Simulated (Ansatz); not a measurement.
The pair A = CH3F (SMILES CF) (first 5 atoms), B = CH2O (SMILES C=O); geometry from B3LYP-D3(BJ)/def2-TZVP.
(charge 0, multiplicity 1):
```xyz
9

C     -0.541    -0.187    -0.151
F     -0.441     1.039     0.513
H     -0.580    -0.980     0.595
H     -1.452    -0.179    -0.749
H      0.334    -0.303    -0.790
C     -0.389     0.420     3.211
O     -0.472    -0.777     3.150
H     -1.283     1.067     3.275
H      0.585     0.942     3.212
```

Correlated levels freeze the cores. MP2 and its Hartree–Fock in aug-cc-pVQZ, aug-cc-pVTZ are density fitted.

Run with Ansatz (a first-principles code) with Gaussian orbitals. 

The counterpoise-corrected interaction energy is E(AB) − E(A in the pair's basis) − E(B in the pair's basis). Total energies (hartree):

```csv
level,AB,A in the pair's basis,B in the pair's basis
HF/aug-cc-pVTZ,-253.0135310,-139.0969357,-113.9141597
MP2/aug-cc-pVTZ,-253.8627501,-139.5416765,-114.3164338
HF/aug-cc-pVQZ,-253.0302608,-139.1062978,-113.9215272
MP2/aug-cc-pVQZ,-253.9345526,-139.5811673,-114.3485401
MP2/aug-cc-pVDZ,-253.6406226,-139.4176108,-114.2188624
CCSD(T)/aug-cc-pVDZ,-253.6968080,-139.4474155,-114.2452489
```

Q: Work out the counterpoise-corrected interaction energy at the basis-set limit: extrapolate the MP2 correlation part as X⁻³, take Hartree–Fock from the larger set, and add the CCSD(T) − MP2 difference of aug-cc-pVDZ.

A: 
1. Differences (1 hartree = 627.509 kcal/mol): HF/aug-cc-pVTZ -1.528; MP2/aug-cc-pVTZ -2.912; HF/aug-cc-pVQZ -1.528; MP2/aug-cc-pVQZ -3.040; MP2/aug-cc-pVDZ -2.604; CCSD(T)/aug-cc-pVDZ -2.600.
2. Correlation parts, MP2 less HF: -1.383 in aug-cc-pVTZ (X = 3), -1.512 in aug-cc-pVQZ (X = 4).
3. Limit (4³·(-1.512) − 3³·(-1.383))/(4³ − 3³) = -1.606; with HF/aug-cc-pVQZ it gives -3.134.
4. CCSD(T) less MP2 in aug-cc-pVDZ: 0.004.
Result: -3.13 kcal/mol, against -2.91 at MP2/aug-cc-pVTZ. It is an estimate of this method's limit, not of the exact value.
